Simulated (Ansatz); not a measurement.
```yaml
crystal:
  periodic: [false, false, false]
  atoms:
    - {symbol: Sr, position_ang: [-0.701226, 2.728462, 0.162085]}
    - {symbol: Sr, position_ang: [0.682354, -2.713646, -0.490532]}
    - {symbol: Se, position_ang: [0.090325, 0.013102, 0.063284]}
basis:
  gaussian: {orbitals: def2-SVP}
hamiltonian: {xc: {name: PBEsol}, dispersion: d3bj}
output: {forces: true}
```

```sh
$ ansatz run in.yaml --threads 4 --pin off --events-out ev --progress --plain --max-ram 3916MiB
```

It prints (some lines left out):

```
Functional definition: PBEsol
908 factors; their error is unknown
mean field evaluation 1: about -66952.7653 eV, gradient 2.8e1 eV
mean field evaluation 2: about -66846.6437 eV, gradient 1.0e2 eV
mean field evaluation 4: about -66945.7257 eV, gradient 3.8e1 eV
mean field evaluation 8: about -66954.8769 eV, gradient 1.2e1 eV
mean field evaluation 16: about -66956.5610 eV, gradient 5.8e-4 eV
mean field -66956.56100201 eV, -2460.6082320369 hartree, gradient 1.2e-5 eV, S^2 0.000000; 2 other end points of the search recorded, 0 dependent functions left out
reference -66956.56103478 eV, -2460.6082332411 hartree; 27, 27 occupied and 51, 51 virtual orbitals, 908 factors
Total energy: -66956.67539092 eV, -2460.6124357518 hartree
Atom 0 at    -0.701226     2.728462     0.162085 Å, force     0.122130    -0.421529    -0.017018 eV/Å
Atom 1 at     0.682354    -2.713646    -0.490532 Å, force    -0.102321     0.467830     0.093346 eV/Å
Atom 2 at     0.090325     0.013102     0.063284 Å, force    -0.019808    -0.046301    -0.076328 eV/Å
Dipole moment:    -0.053883     0.015349    -0.110174 e Å
```

Hardware: 4 threads of Arm Neoverse V2 on a shared host. Wall time 1.5 s.

In the def2 sets Sr takes a core potential; there is no spin–orbit coupling. A triplet lies near this restricted singlet, and broken spin symmetry wasn't tried.
